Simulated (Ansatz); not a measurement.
CH4ClInO2 (`O[CH2][In]([OH])[Cl]`). Charge 0, multiplicity 1. In: def2 effective core potential.

```xyz
9

O     1.8005    0.9065    0.5133
C     0.5706    1.2492   -0.0535
In   -0.7338   -0.4817   -0.0179
O    -2.6060   -1.0580    0.1580
Cl    0.7177   -2.3487   -0.2620
H     2.1423    0.1108    0.0908
H     0.6511    1.5857   -1.0933
H     0.1357    2.0527    0.5391
H    -2.6780   -2.0166    0.1254
```

(1) What are the harmonic wavenumbers in cm⁻¹ at PBE0-D4/def2-TZVP (Ansatz, finite differences of forces, unscaled)? (An estimate is asked.)

(2) Is this a minimum?

(3) Give the ideal-gas thermochemistry at 298.15 K and 1 bar (rigid rotor, harmonic oscillator; point group C1, symmetry number 1).

(4) And at 400, 500, 600, 800 and 1000 K?

(5) Rotational constants (cm⁻¹)?

Answers

(1) Ansatz gave: 49, 64, 117, 127, 253, 329, 342, 392, 510, 622, 729, 835, 1084, 1158, 1236, 1386, 1478, 3036, 3144, 3813, 3871.

(2) Yes, all 21 modes are real.

(3) Zero-point energy 147.0 kJ/mol; H(298) − E = 170.5 kJ/mol; entropy 386.6 J/(mol·K), of which translation 174.8, rotation 118.9, vibration 92.8; G(298) − E = 55.3 kJ/mol. Modes under 100 cm⁻¹ are hindered rotations or soft bends, so the harmonic entropy is rough.

(4) 
```json
{"T (K)": "400", "H − E (kJ/mol)": "182.7", "S (J/mol/K)": "421.5", "G − E (kJ/mol)": "14.1"}
{"T (K)": "500", "H − E (kJ/mol)": "195.9", "S (J/mol/K)": "450.9", "G − E (kJ/mol)": "-29.6"}
{"T (K)": "600", "H − E (kJ/mol)": "210.0", "S (J/mol/K)": "476.7", "G − E (kJ/mol)": "-76.0"}
{"T (K)": "800", "H − E (kJ/mol)": "240.5", "S (J/mol/K)": "520.5", "G − E (kJ/mol)": "-175.8"}
{"T (K)": "1000", "H − E (kJ/mol)": "273.2", "S (J/mol/K)": "556.8", "G − E (kJ/mol)": "-283.7"}
```

(5) 0.08516, 0.06559, 0.03797.
